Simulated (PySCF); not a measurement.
## Partial charges of `C#CCP(C[SiH3])C(F)(F)F`

C5H8F3PSi.
Structure used (GFN2-xTB), in Å, numbered top down from 1:
```
atom  x, y, z in Å
C1    -3.1746   -1.6397    0.0146
C2    -2.5759   -0.6217   -0.1809
C3    -1.8166    0.5844   -0.4128
P4    -0.1829    0.4685    0.4959
C5     0.6255   -0.8590   -0.4865
Si6    2.5159   -0.9761   -0.1883
C7     0.5775    1.9413   -0.4165
F8     1.7981    2.2398    0.0515
F9     0.7105    1.7689   -1.7448
F10   -0.1791    3.0395   -0.2552
H11   -3.7225   -2.5191    0.1781
H12   -2.3677    1.4482   -0.0250
H13   -1.6418    0.7182   -1.4870
H14    0.1471   -1.7849   -0.1589
H15    0.3981   -0.7307   -1.5473
H16    2.7598   -0.8107    1.2435
H17    3.2005    0.0462   -0.9745
H18    2.9193   -2.3068   -0.6469
```

Density: PBE0/pcSseg-1 (PySCF); schemes: Mulliken, IAO, Hirshfeld and ESP-fitted. Isolated species at its GFN2-xTB geometry (one conformer only).

Problem. Do the Mulliken, IAO, Hirshfeld and ESP-fitted schemes agree on where the charge is lowest?

Solution. All schemes agree: Mulliken C5 (-0.747); IAO C5 (-0.731); Hirshfeld C5 (-0.208); ESP-fitted C5 (-0.533).

Problem. Do the Mulliken, IAO, Hirshfeld and ESP-fitted schemes agree on where the charge is highest?

Solution. The schemes don't all agree: Mulliken C7 (+0.624); IAO C7 (+0.616); Hirshfeld Si6 (+0.306); ESP-fitted Si6 (+0.416).

Problem. At which atom do the 4 schemes differ most?

Solution. At P4: from -0.089 (ESP-fitted) to +0.517 e (IAO), 0.606 e apart.

Problem. Give the atomic charges in each scheme.

Solution. In e:

```json
{"atom": "C1", "environment": "terminal alkyne carbon", "Mulliken": "-0.358", "IAO": "-0.247", "Hirshfeld": "-0.116", "ESP-fitted": "-0.442"}
{"atom": "C2", "environment": "alkyne carbon", "Mulliken": "+0.169", "IAO": "-0.029", "Hirshfeld": "-0.044", "ESP-fitted": "+0.014"}
{"atom": "C3", "environment": "sp3 carbon bound to phosphorus", "Mulliken": "-0.364", "IAO": "-0.454", "Hirshfeld": "-0.103", "ESP-fitted": "-0.051"}
{"atom": "P4", "environment": "phosphine phosphorus", "Mulliken": "+0.350", "IAO": "+0.517", "Hirshfeld": "+0.157", "ESP-fitted": "-0.089"}
{"atom": "C5", "environment": "sp3 carbon bound to silicon", "Mulliken": "-0.747", "IAO": "-0.731", "Hirshfeld": "-0.208", "ESP-fitted": "-0.533"}
{"atom": "Si6", "environment": "SiH3 silicon", "Mulliken": "+0.519", "IAO": "+0.603", "Hirshfeld": "+0.306", "ESP-fitted": "+0.416"}
{"atom": "C7", "environment": "CF3 carbon", "Mulliken": "+0.624", "IAO": "+0.616", "Hirshfeld": "+0.210", "ESP-fitted": "+0.380"}
{"atom": "F8", "environment": "fluorine of a CF3 group", "Mulliken": "-0.261", "IAO": "-0.276", "Hirshfeld": "-0.086", "ESP-fitted": "-0.135"}
{"atom": "F9", "environment": "fluorine of a CF3 group", "Mulliken": "-0.272", "IAO": "-0.285", "Hirshfeld": "-0.084", "ESP-fitted": "-0.132"}
{"atom": "F10", "environment": "fluorine of a CF3 group", "Mulliken": "-0.271", "IAO": "-0.282", "Hirshfeld": "-0.093", "ESP-fitted": "-0.152"}
{"atom": "H11", "environment": "alkyne hydrogen", "Mulliken": "+0.044", "IAO": "+0.203", "Hirshfeld": "+0.094", "ESP-fitted": "+0.312"}
{"atom": "H12", "environment": "methylene hydrogen", "Mulliken": "+0.198", "IAO": "+0.187", "Hirshfeld": "+0.058", "ESP-fitted": "+0.135"}
{"atom": "H13", "environment": "methylene hydrogen", "Mulliken": "+0.189", "IAO": "+0.172", "Hirshfeld": "+0.051", "ESP-fitted": "+0.089"}
{"atom": "H14", "environment": "methylene hydrogen", "Mulliken": "+0.195", "IAO": "+0.176", "Hirshfeld": "+0.045", "ESP-fitted": "+0.253"}
{"atom": "H15", "environment": "methylene hydrogen", "Mulliken": "+0.184", "IAO": "+0.159", "Hirshfeld": "+0.037", "ESP-fitted": "+0.185"}
{"atom": "H16", "environment": "Si–H hydrogen", "Mulliken": "-0.065", "IAO": "-0.111", "Hirshfeld": "-0.073", "ESP-fitted": "-0.071"}
{"atom": "H17", "environment": "Si–H hydrogen", "Mulliken": "-0.055", "IAO": "-0.106", "Hirshfeld": "-0.076", "ESP-fitted": "-0.075"}
{"atom": "H18", "environment": "Si–H hydrogen", "Mulliken": "-0.080", "IAO": "-0.114", "Hirshfeld": "-0.075", "ESP-fitted": "-0.104"}
```

Mean size of the charges over all atoms: IAO 0.293 e, Mulliken 0.275 e, ESP-fitted 0.198 e, Hirshfeld 0.106 e. Each set sums to the total charge, 0, to within 0.001 e. The Hirshfeld scheme weights the molecular density at each point by an atom's share of the summed free-atom densities.

Problem. How closely do the schemes follow one another over all atoms?

Solution. Correlation coefficient and root-mean-square difference: Mulliken with IAO 0.97, 0.084 e; IAO with Hirshfeld 0.96, 0.234 e; Mulliken with Hirshfeld 0.92, 0.224 e; Mulliken with ESP-fitted 0.85, 0.179 e; Hirshfeld with ESP-fitted 0.84, 0.158 e; IAO with ESP-fitted 0.81, 0.209 e.

Problem. How many electrons does the IAO scheme count on C5?

Solution. Z − q = 6 − (-0.731) = 6.731.

The run behind these numbers computed NMR shieldings as well. Rough CPU time on one thread of a shared machine: about 2.1 min.
